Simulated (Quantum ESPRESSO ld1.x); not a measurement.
Problem. Hg28+, configuration [Kr] 4d10 4f6. Method: scalar-relativistic Kohn-Sham, LDA (Slater exchange, Perdew-Zunger correlation), spin-unpolarised, spherical densities, point nucleus; computed with ld1.x of Quantum ESPRESSO 7.5. Some entries of the table are withheld. Estimate them.

orbital,occ.,eigenvalue (hartree),r(max) (bohr),<r> (bohr)
1s,2,-3088.97,0.01023,0.01659
2s,2,-575.709,0.05917,0.06995
2p,6,-501.278,0.04907,0.06330
3s,2,-162.597,0.1667,0.1804
3p,6,-141.077,0.1663,0.1817
3d,10,-118.504,0.1353,0.1645
4s,2,-60.0820,0.3692,(1)
4p,6,(2),0.3862,0.4054
4d,10,-44.0872,0.3871,0.4147
4f,6,-34.8280,0.3347,0.4021

Solution. 
(1) 4s <r> (bohr): 0.3858
(2) 4p eigenvalue (hartree): -52.6927
